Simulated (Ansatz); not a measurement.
Relaxation of ZrGe12⁺ (charge 1, doublet) with UKS PBE-D4/def2-SVP in Ansatz.

Positions (Å) and forces (eV/Å) at steps 23, 24, 25, 26, 27, 28, 29, 30, 31, 32, 33, 34, 36 of 36:

```xyz
13
step=23 energy=-679316.7535 eV
Zr   -0.156   -0.312   -0.588    0.227   -0.044   -0.027
Ge    1.842   -2.135    0.266    0.177    0.048   -0.076
Ge   -1.756   -2.511    0.259   -0.130   -0.016   -0.070
Ge    1.952   -1.210   -2.380   -0.057    0.112    0.086
Ge   -0.390    1.496    1.929    0.031   -0.020   -0.055
Ge   -2.429   -0.111    1.490    0.030    0.127    0.091
Ge    0.425    1.646   -2.483   -0.050   -0.108    0.046
Ge   -3.045   -0.503   -1.000   -0.173    0.136   -0.011
Ge    1.872    0.140    1.739   -0.070    0.051   -0.066
Ge   -0.188   -1.551    2.097   -0.016   -0.002    0.022
Ge    2.739    0.611   -0.672    0.089   -0.062    0.037
Ge   -1.888    1.960   -0.579    0.014   -0.217   -0.067
Ge    1.022    2.479   -0.078   -0.073   -0.004    0.090
13
step=24 energy=-679316.8251 eV
Zr   -0.139   -0.369   -0.607    0.107   -0.081    0.038
Ge    1.927   -2.115    0.252    0.207    0.087   -0.015
Ge   -1.944   -2.462    0.276    0.004   -0.054   -0.051
Ge    2.127   -1.156   -2.355   -0.232    0.253    0.184
Ge   -0.338    1.507    1.902    0.056   -0.131   -0.128
Ge   -2.408   -0.061    1.546    0.164    0.159    0.099
Ge    0.368    1.630   -2.479    0.040   -0.114    0.016
Ge   -3.127   -0.464   -0.906   -0.170    0.145   -0.077
Ge    1.866    0.086    1.745    0.006    0.130   -0.097
Ge   -0.194   -1.632    2.029   -0.078   -0.029   -0.055
Ge    2.759    0.677   -0.621    0.064   -0.263    0.070
Ge   -1.916    1.883   -0.666    0.013   -0.115   -0.076
Ge    1.020    2.477   -0.115   -0.181    0.013    0.094
13
step=25 energy=-679316.9031 eV
Zr   -0.122   -0.453   -0.594   -0.124   -0.054    0.115
Ge    2.105   -2.042    0.252    0.074   -0.008    0.041
Ge   -2.125   -2.432    0.259    0.207    0.114    0.045
Ge    2.164   -1.042   -2.358   -0.220    0.206    0.166
Ge   -0.306    1.502    1.887    0.063   -0.066   -0.058
Ge   -2.385    0.009    1.598    0.092   -0.140    0.030
Ge    0.333    1.530   -2.479    0.207   -0.044    0.048
Ge   -3.213   -0.382   -0.858    0.069   -0.090    0.112
Ge    1.854    0.091    1.760    0.019    0.042   -0.148
Ge   -0.203   -1.710    1.963   -0.179   -0.107   -0.113
Ge    2.814    0.687   -0.561   -0.111   -0.150    0.052
Ge   -1.901    1.799   -0.741   -0.041    0.260   -0.206
Ge    0.987    2.443   -0.127   -0.056    0.037   -0.085
13
step=26 energy=-679316.9568 eV
Zr   -0.128   -0.458   -0.534   -0.418   -0.122   -0.240
Ge    2.177   -2.029    0.152    0.019    0.170    0.230
Ge   -2.094   -2.440    0.222    0.259    0.103   -0.025
Ge    2.053   -0.995   -2.371   -0.112    0.069   -0.158
Ge   -0.390    1.541    1.862    0.099    0.107    0.096
Ge   -2.381   -0.030    1.634   -0.178   -0.151    0.039
Ge    0.515    1.486   -2.429    0.030   -0.135   -0.126
Ge   -3.269   -0.385   -0.775    0.165    0.094    0.155
Ge    1.791    0.172    1.717    0.073   -0.231   -0.009
Ge   -0.206   -1.707    1.989   -0.215   -0.189    0.095
Ge    2.817    0.627   -0.568    0.079    0.182    0.100
Ge   -1.868    1.793   -0.808    0.049   -0.057   -0.068
Ge    0.985    2.427   -0.092    0.150    0.159   -0.092
13
step=27 energy=-679317.0164 eV
Zr   -0.170   -0.505   -0.533   -0.215    0.017    0.306
Ge    2.236   -1.985    0.227   -0.026    0.309    0.084
Ge   -2.083   -2.484    0.165   -0.054    0.096    0.001
Ge    1.903   -0.867   -2.376    0.400   -0.196   -0.253
Ge   -0.379    1.562    1.828    0.023   -0.011   -0.061
Ge   -2.346   -0.057    1.739   -0.332   -0.199   -0.015
Ge    0.556    1.362   -2.478   -0.099    0.310   -0.107
Ge   -3.208   -0.302   -0.710    0.240   -0.004    0.273
Ge    1.749    0.161    1.739   -0.146   -0.273   -0.159
Ge   -0.255   -1.819    1.956   -0.067   -0.015    0.109
Ge    2.846    0.641   -0.519    0.088    0.064    0.001
Ge   -1.795    1.824   -0.899   -0.121   -0.037   -0.007
Ge    0.947    2.470   -0.139    0.309   -0.060   -0.171
13
step=28 energy=-679317.0981 eV
Zr   -0.184   -0.528   -0.541   -0.039    0.011    0.086
Ge    2.291   -1.927    0.244   -0.001    0.088   -0.110
Ge   -2.180   -2.470    0.159    0.062    0.016    0.037
Ge    1.994   -0.778   -2.360    0.183   -0.150   -0.225
Ge   -0.386    1.542    1.714   -0.001   -0.022   -0.082
Ge   -2.377   -0.095    1.873   -0.154   -0.042    0.086
Ge    0.535    1.354   -2.502    0.043    0.127   -0.045
Ge   -3.221   -0.253   -0.556    0.302    0.019    0.017
Ge    1.707    0.118    1.725   -0.218    0.003    0.103
Ge   -0.296   -1.897    1.913   -0.100    0.083    0.069
Ge    2.920    0.663   -0.462   -0.129   -0.047   -0.112
Ge   -1.812    1.813   -1.004    0.005   -0.066    0.157
Ge    1.010    2.457   -0.203    0.047   -0.019    0.018
13
step=29 energy=-679317.1951 eV
Zr   -0.164   -0.527   -0.556   -0.043   -0.300   -0.040
Ge    2.298   -1.879    0.205    0.024   -0.022   -0.191
Ge   -2.105   -2.496    0.165   -0.141   -0.023    0.091
Ge    2.013   -0.807   -2.452   -0.028    0.079   -0.072
Ge   -0.487    1.490    1.610   -0.052   -0.002    0.104
Ge   -2.534   -0.145    1.974    0.247   -0.094   -0.021
Ge    0.594    1.392   -2.508    0.270   -0.227   -0.040
Ge   -3.110   -0.267   -0.507    0.159    0.136   -0.069
Ge    1.641    0.112    1.701   -0.061    0.054    0.318
Ge   -0.368   -1.806    1.981   -0.087    0.232   -0.072
Ge    2.895    0.625   -0.513   -0.020    0.031   -0.173
Ge   -1.746    1.854   -0.897   -0.384   -0.055   -0.044
Ge    1.074    2.454   -0.203    0.116    0.192    0.210
13
step=30 energy=-679317.2676 eV
Zr   -0.173   -0.581   -0.580    0.050    0.013   -0.216
Ge    2.351   -1.818    0.114   -0.112   -0.135    0.020
Ge   -2.141   -2.510    0.222   -0.036   -0.078    0.115
Ge    2.031   -0.831   -2.532    0.060    0.051   -0.027
Ge   -0.556    1.453    1.541   -0.205    0.032    0.158
Ge   -2.600   -0.191    2.042    0.237   -0.031   -0.079
Ge    0.746    1.387   -2.444   -0.110   -0.146    0.107
Ge   -3.073   -0.267   -0.461    0.067    0.110   -0.013
Ge    1.590    0.109    1.682    0.030   -0.227    0.363
Ge   -0.429   -1.723    2.022   -0.010    0.148   -0.076
Ge    2.866    0.629   -0.578    0.052    0.162   -0.191
Ge   -1.753    1.833   -0.898   -0.026    0.003   -0.114
Ge    1.140    2.512   -0.130    0.004    0.099   -0.050
13
step=31 energy=-679317.3122 eV
Zr   -0.171   -0.599   -0.608   -0.088   -0.118   -0.023
Ge    2.316   -1.823    0.111   -0.007    0.014   -0.020
Ge   -2.179   -2.503    0.294    0.100   -0.148   -0.062
Ge    2.074   -0.846   -2.567    0.041    0.212    0.182
Ge   -0.561    1.439    1.535   -0.091   -0.019    0.092
Ge   -2.546   -0.223    2.027   -0.161    0.161    0.123
Ge    0.742    1.377   -2.422   -0.125   -0.096    0.121
Ge   -3.023   -0.244   -0.488   -0.078   -0.013    0.060
Ge    1.578    0.050    1.749    0.048   -0.119    0.035
Ge   -0.409   -1.701    2.015    0.024   -0.013   -0.075
Ge    2.799    0.652   -0.595    0.123   -0.011   -0.136
Ge   -1.753    1.845   -0.929    0.116    0.104   -0.140
Ge    1.132    2.575   -0.121    0.099    0.046   -0.156
13
step=32 energy=-679317.3349 eV
Zr   -0.176   -0.661   -0.635    0.051    0.064    0.208
Ge    2.346   -1.805    0.090   -0.033    0.081   -0.144
Ge   -2.228   -2.528    0.318    0.053    0.071   -0.046
Ge    2.127   -0.765   -2.581    0.137   -0.094    0.073
Ge   -0.570    1.405    1.487   -0.051   -0.051    0.055
Ge   -2.566   -0.205    2.116    0.005    0.126   -0.068
Ge    0.712    1.343   -2.397   -0.115    0.131    0.121
Ge   -2.980   -0.207   -0.419   -0.108   -0.183    0.044
Ge    1.554   -0.020    1.776   -0.030    0.052   -0.067
Ge   -0.459   -1.695    1.997    0.064   -0.112    0.039
Ge    2.812    0.685   -0.591   -0.078   -0.050   -0.022
Ge   -1.719    1.838   -1.022    0.169    0.192   -0.092
Ge    1.147    2.615   -0.140   -0.064   -0.227   -0.100
13
step=33 energy=-679317.3513 eV
Zr   -0.178   -0.641   -0.603    0.051   -0.002    0.043
Ge    2.341   -1.815    0.079   -0.023    0.056   -0.043
Ge   -2.198   -2.523    0.292   -0.021    0.030   -0.009
Ge    2.121   -0.762   -2.547    0.081   -0.111   -0.124
Ge   -0.562    1.418    1.538    0.002   -0.026    0.028
Ge   -2.560   -0.176    2.087    0.034   -0.027   -0.074
Ge    0.673    1.332   -2.404   -0.017    0.023    0.001
Ge   -3.005   -0.211   -0.442    0.009   -0.061    0.057
Ge    1.571   -0.001    1.754   -0.031   -0.025    0.043
Ge   -0.444   -1.714    2.005   -0.015    0.010    0.067
Ge    2.840    0.683   -0.585   -0.095   -0.055    0.018
Ge   -1.712    1.852   -1.028   -0.053    0.034   -0.053
Ge    1.113    2.557   -0.147    0.077    0.154    0.045
13
step=34 energy=-679317.3610 eV
Zr   -0.176   -0.641   -0.593    0.002   -0.004   -0.057
Ge    2.334   -1.809    0.061    0.005    0.014    0.021
Ge   -2.191   -2.525    0.301    0.004    0.027   -0.016
Ge    2.133   -0.778   -2.569    0.011    0.010   -0.028
Ge   -0.565    1.417    1.532    0.040    0.000   -0.006
Ge   -2.560   -0.179    2.077   -0.014    0.005   -0.014
Ge    0.682    1.334   -2.385   -0.045    0.012    0.021
Ge   -2.996   -0.219   -0.448   -0.005   -0.021    0.051
Ge    1.563   -0.016    1.765    0.013    0.017    0.010
Ge   -0.449   -1.711    2.026   -0.039   -0.030    0.037
Ge    2.812    0.679   -0.597   -0.035    0.025    0.017
Ge   -1.717    1.858   -1.031    0.068   -0.010   -0.023
Ge    1.130    2.588   -0.139   -0.004   -0.044   -0.012
13
step=36 energy=-679317.3648 eV
Zr   -0.174   -0.656   -0.591    0.010    0.023    0.021
Ge    2.343   -1.798    0.054    0.002    0.007    0.002
Ge   -2.201   -2.520    0.302   -0.006    0.002    0.001
Ge    2.154   -0.755   -2.583    0.005   -0.006   -0.001
Ge   -0.556    1.408    1.528   -0.001   -0.003   -0.011
Ge   -2.557   -0.169    2.089    0.016    0.002   -0.006
Ge    0.664    1.326   -2.381   -0.001   -0.005   -0.006
Ge   -2.990   -0.207   -0.430    0.008    0.015   -0.006
Ge    1.558   -0.034    1.778   -0.002    0.005   -0.012
Ge   -0.467   -1.728    2.041    0.000   -0.020    0.001
Ge    2.798    0.689   -0.594   -0.022   -0.009    0.003
Ge   -1.698    1.854   -1.069   -0.003   -0.013    0.004
Ge    1.125    2.591   -0.144   -0.007    0.001    0.010
```

In the def2 sets Zr takes a core potential; there is no spin–orbit coupling. Single mean-field runs in def2-SVP are fitted with def2-universal-jkfit. Another isomer (doublet) lies 0.11 eV lower at PBE0-D4/def2-TZVP; other spin states weren't run for this one.
